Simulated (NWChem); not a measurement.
GaPH$_{4}$; SMILES [PH2][GaH2]

Program: NWChem. Geometry: optimised at PBE0/def2-SVP.

Diagonal of the polarisability tensor at BHandHLYP/def2-SVPD, static: 55.90, 76.47, 47.47 bohr³.

Find the mean polarisability volume, the molar refraction, and the refractive index that an ideal gas of it would have at 273.15 K and 1 atm.


1. Mean: one third of the trace = 59.95 bohr³ × 0.14818 Å³/bohr³ = 8.88 Å³.
2. Molar refraction (Lorentz-Lorenz): (4π/3) N_A α = 22.4 cm³/mol.
3. Number density p/kT = 2.687 × 10⁻⁵ Å⁻³; n − 1 = 2π N α = 15.00 × 10⁻⁴.
4. These hold the electronic response alone: vibrational and orientational terms add to the static dielectric constant.
